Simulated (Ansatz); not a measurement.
Species: trifluoroacetic acid, C₂HF₃O₂, charge 0, multiplicity 1. 
Structure (B3LYP-D3(BJ)/def2-TZVP (Ansatz, an electronic-structure program) minimum search):
```
C
O 1 1.1930
O 1 1.3354 2 126.52
H 3 0.9710 1 108.10 2 0.00
C 1 1.5500 2 123.61 3 -180.00
F 5 1.3285 1 110.41 2 0.00
F 5 1.3413 6 108.64 1 -121.17
F 5 1.3413 6 108.64 7 -117.65
```

Parts of the frozen-core correlation energy in 6-31G* (Ansatz, hartree). Frozen orbitals: 7; correlated occupied orbitals by spin: 21 and 21; virtual: 79 and 79. No spin-orbit coupling. Non-relativistic.

| term | value |
|---|---|
| reference (HF) | -524.37074 |
| MP2 opposite-spin | -0.80093 |
| MP2 same-spin | -0.31233 |
| CCSD correlation | -1.12456 |
| (T) | -0.03086 |
| T1 diagnostic | 0.015 |
| largest doubles amplitude | 0.077 |
